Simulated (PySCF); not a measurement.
A structure optimised at PBE-D3(BJ)/def2-TZVP, used in a PySCF frequency run:

```
Sn
H 1 1.7213
H 1 1.7213 2 109.03
H 1 1.7213 2 109.03 3 118.70
As 1 2.6313 2 112.86 3 -120.65
H 5 1.5377 1 90.57 2 -45.43
H 5 1.5377 6 90.86 1 -90.58
```
Charge 0, spin multiplicity 1.

Problem. Write its SMILES, formula and point group.

Solution. [AsH2][SnH3], AsH₅Sn, Cs

Problem. What are its rotational constants (standard atomic weights)?

Solution. 40.064, 1.4977, 1.4971 GHz
